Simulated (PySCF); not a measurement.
A GIAO shielding run with PySCF (density fitting, non-relativistic, gas phase) on SMILES CC([Si](SC)([SiH3])[SiH3])=O, C3H12OSSi3:

```
$ OMP_NUM_THREADS=1 python probes_run.py task.json out

{"job": {"kind": "nmr", "xc": "PBE0", "basis": "pcSseg-1"}, "charge": 0, "multiplicity": 1}
C     -2.471552     1.260475    -0.312216
S     -0.732981     1.627750    -0.673875
Si     0.121510    -0.217601     0.142172
Si    -0.587076    -2.036337    -1.158853
Si    -0.160188    -0.243845     2.469268
C      2.011361    -0.059353    -0.173010
C      2.560115     1.077636    -0.976626
O      2.703830    -0.936070     0.299719
H     -2.598718     1.111102     0.756442
H     -2.778006     0.371443    -0.856555
H     -3.053422     2.115723    -0.639174
H      0.533754    -2.891873    -1.539404
H     -1.545066    -2.833738    -0.383574
H     -1.279487    -1.628289    -2.387381
H     -0.786361     0.983116     2.978844
H      1.107067    -0.430657     3.168518
H     -1.062104    -1.346469     2.823701
H      2.134549     1.030529    -1.977553
H      2.231446     2.015755    -0.533630
H      3.646181     1.041381    -1.029849
```

Hardware: 1 thread of an Arm Neoverse V2, shared host. The job also computes population analyses, field gradients.

(1) How large is the calculation?

(2) How long does it take, and how much memory does it need?

Answers

(1) 96 electrons, 224 basis functions and 1258 auxiliary functions.

(2) 49 s of wall time, with 14 SCF cycles and 5 response iterations; peak memory 1.1 GiB. Times on a shared host scatter by some tens of per cent.
